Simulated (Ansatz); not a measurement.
Total energies of `[SiH3][GeH2][SiH2][GeH2][SiH2][GeH3]`.

```xyz
20

Si   -1.307    0.110   -2.404
Ge    1.038   -0.269   -2.249
Si    1.693   -1.368   -0.238
Ge    1.847    0.187    1.559
Si   -0.173    1.433    1.727
Ge   -2.015   -0.070    1.837
H    -1.763    1.046   -1.344
H    -2.036   -1.177   -2.254
H    -1.635    0.699   -3.730
H     1.467   -1.124   -3.458
H     1.783    1.077   -2.354
H     0.689   -2.413    0.101
H     3.007   -2.037   -0.442
H     2.102   -0.563    2.881
H     3.038    1.133    1.313
H    -0.161    2.303    2.935
H    -0.303    2.303    0.526
H    -1.988   -0.828    3.175
H    -3.360    0.664    1.713
H    -1.921   -1.106    0.703
```

Total charge 0; spin multiplicity 1. Correlated methods include outer-core shells of Ge, which these sets cover unevenly. Scalar relativity is left out up to krypton. The geometry is a stationary point of PBE0-D4/def2-TZVP. It is one conformer, not always the lowest. Basis def2-TZVPP, Ansatz.

RPA on PBE orbitals: Hartree–Fock energy of these orbitals -7100.95115 Eh, correlation -2.06443 Eh (frozen core).

```csv
functional,kind,energy without D4 (Eh),D4 term (kJ/mol)
LDA (SPW92),LDA,-7094.86796,–
PBE,GGA,-7106.51801,-64.7
revPBE,GGA,-7107.27608,-146.7
BLYP,GGA,-7108.05527,-131.8
r2SCAN,meta-GGA,-7107.83727,-17.3
B97M-V,meta-GGA with VV10,-7106.57170,–
PBE0,"global hybrid, 25 % exact exchange",-7106.78559,-57.5
B3LYP,"global hybrid, 20 %",-7108.15811,-104.5
r2SCANh,"meta-GGA hybrid, 10 %",-7107.81019,-19.1
r2SCAN0,"meta-GGA hybrid, 25 %",-7107.77262,-21.2
HSE06 (plane-wave form),screened hybrid,-7106.76528,-55.1
BHLYP,"global hybrid, 50 %",-7107.87366,-94.8
CAM-B3LYP,range-separated hybrid,-7108.30849,-61.1
LC-ωPBE,long-range corrected hybrid,-7106.86303,–
ωB97X-V,range-separated hybrid GGA with VV10,-7107.24605,–
ωB97M-V,range-separated hybrid meta-GGA with VV10,-7107.48476,–
B2PLYP,double hybrid,-7106.45360,–
PBE-QIDH,double hybrid,-7105.54961,–
```

B3LYP takes the VWN-RPA correlation (the form of Gaussian; ORCA's B3LYP/G). HSE06 is the plane-wave form, built on full-range PBE exchange. The double hybrids freeze the cores in their second-order part.

LC-ωPBE has ω = 0.4 bohr⁻¹.
